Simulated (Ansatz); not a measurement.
Gas-phase reaction in SMILES: [F][Fe][F] (quintet) -> [F][Fe] (sextet) + F atom (the F-Fe bond at the site shown breaks; other sites are not compared here)
Structures are relaxed separately at B3LYP-D3(BJ)/def2-TZVP in Ansatz (an electronic-structure program). [F][Fe][F] (quintet): The spin state was set by rule; other spins were not relaxed. [F][Fe] (sextet): The spin state was set by rule; other spins were not relaxed. A spin state is the lowest found, not a proven ground state.

Property: bond dissociation energy (electronic energy difference), in kcal/mol. Cores are frozen in the correlated levels unless marked. UHF or UKS for open shells. No spin-orbit coupling. Frozen are the shells of the preceding noble gas and the d and f shells that filled before the atom's block. Non-relativistic. CBS marks a two-point X^-3 extrapolation of the correlation energy; Hartree-Fock from the larger set. [CCSD(T)-MP2]/basis is that difference in the basis named.

| level | program | bond dissociation energy (kcal/mol) |
|---|---|---|
| HF/STO-3G | Ansatz | -9.6 |
| HF/def2-QZVPPD | Ansatz | 85.4 |

Question: Estimate the value at RI-MP2/CBS(def2-TZVPPD,def2-QZVPPD)+[CCSD(T)-MP2]/def2-TZVPPD as computed with Ansatz.

Answer: 134.9 kcal/mol, so HF/def2-QZVPPD differs from it by -49.5 kcal/mol.
